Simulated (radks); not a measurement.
Results of a calculation; reference values are marked as such.
Spherical quantum dot in the effective-mass picture: electrons in a hard-walled sphere of radius 5.39, with a point charge +2 (a donor) at the centre, all in effective atomic units (hartree* = m*/eps^2 hartree, bohr* = eps/m* bohr), one dielectric constant everywhere. Level of theory: non-relativistic Kohn-Sham, LDA (Slater exchange, Perdew-Wang correlation), spin-polarised, spherical densities (a radial shooting solver with Libxc functionals). Levels are named by radial order and angular momentum (1s, 1p, 1d, 2s, ...), and open shells are averaged over m.

N = 2, configuration 1s2. This is the lowest configuration that the search found. Occupied and some empty levels:

level,occupation,eigenvalue (hartree*),<r> (bohr*)
1s,2,-0.56923,0.9572
2s,0,0.20822,3.017
1p,0,0.22311,2.898
1d,0,0.49194,3.383

Energy (hartree*): total -2.83420, kinetic 2.7700, external -6.6285, Hartree 1.9979, exchange-correlation -0.97363. Static polarisability (adiabatic kernel): 1.603 bohr*^3.

Electron density:

r (bohr*),n(r) (e/bohr*^3)
0.319,1.021
0.730,0.2372
1.14,0.06266
1.55,0.01799
1.96,0.005462
2.37,0.001723
2.78,0.0005591
3.19,0.0001838
3.60,0.00006054
4.02,0.00001947
4.43,5.753e-06
4.84,1.273e-06
5.25,6.505e-08
